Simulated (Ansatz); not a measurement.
Compare A (`C1=N[SiH2]C[SiH2]1`) with its isomer B (`C[SiH2][SiH]1C=N1`).

Gas-phase electronic energies from Ansatz, PBE0-D4/def2-TZVP geometries. CCSD(T)/CBS adds triple-zeta CCSD(T) − MP2 to the extrapolated MP2 energy (def2 sets, frozen cores). DFT in def2-TZVPP. B3LYP here is the variant with VWN-RPA as its local correlation; programs differ in this. Each species was taken in one conformer, which may not be the lowest.

Which is lower in electronic energy at CCSD(T)/CBS, and by how much? (Estimate.)

The calculation gave: A, by 149.3 kJ/mol.

Give E(B) − E(A) in kJ/mol with CCSD/def2-TZVPP, MP2/def2-TZVPP, B3LYP-D4, B3LYP, B2PLYP, CCSD(T)/def2-TZVPP, ωB97M-V. (Estimate.)

Computed: CCSD/def2-TZVPP 151.8, MP2/def2-TZVPP 152.5, B3LYP-D4 148.1, B3LYP 139.7, B2PLYP 145.6, CCSD(T)/def2-TZVPP 147.5, ωB97M-V 153.4. None reverses the order clearly.

Largest T1 diagnostic: 0.016.

The D4 term adds +8.4 kJ/mol with B3LYP and +4.0 kJ/mol with PBE0; it sums over pairs of atoms, weighted by their polarisabilities, and B3LYP, whose exchange is more repulsive, gets the larger term. In def2-TZVPP, CCSD(T) changes the Hartree–Fock value by −19.7 kJ/mol (the triples alone add −4.3 kJ/mol) and MP2 by −14.7 kJ/mol.
